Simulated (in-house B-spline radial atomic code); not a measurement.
## Ti7+: [Ne] 3s2 3p3

Computed with an all-electron radial atomic-structure program (B-spline basis): non-relativistic Hartree-Fock, spin-polarised, averaged over the determinants with the given up and down occupations, point nucleus.

Screening seen three ways: the hydrogenic charge with the same mean radius, Z_r = [3n² - l(l+1)]/(2<r>), the one with the same energy, Z_e = n√(-2ε), and Slater's rules. Values are occupation-weighted means over spin.

```tsv
shell	electrons	ε (eV)	<r> (bohr)	Z_r	Z_e	Slater
1s	2	-5129.5	0.0701	21.40	19.42	21.70
2s	2	-721.04	0.3235	18.55	14.56	17.85
2p	6	-622.32	0.2883	17.35	13.53	17.85
3s	2	-191.67	0.9253	14.59	11.26	11.80
3p	3	-168.91	0.9426	13.26	10.57	11.80
```

The least bound orbital is 3p up at -168.9 eV, and it is also the most diffuse (<r> = 0.9426 bohr).
